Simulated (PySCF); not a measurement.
Computed IR spectrum (relative IR intensity) of a molecule C3H9Al. Coordinates come from a B3LYP-D3(BJ)/def2-SVP optimisation. One conformer was computed; it need not be the lowest. Level of theory: B3LYP-D3(BJ)/def2-SVP (PySCF). Frequencies are harmonic and unscaled.

Lines under 2 % of the strongest are left out, and lines within 2 cm⁻¹ are merged.

```
ν (cm⁻¹)  relative intensity
--------  ------------------
165                      2.2
640                      5.8
712                       33
755                      100
1214                      23
3004                     4.9
3076                     9.9
3106                      12
```

Pick the molecule that these values belong to.
A) C[CH2][AlH][CH3]
B) CC[CH2][AlH2]
C) [CH3][Al]([CH3])[CH3]

C, [CH3][Al]([CH3])[CH3]
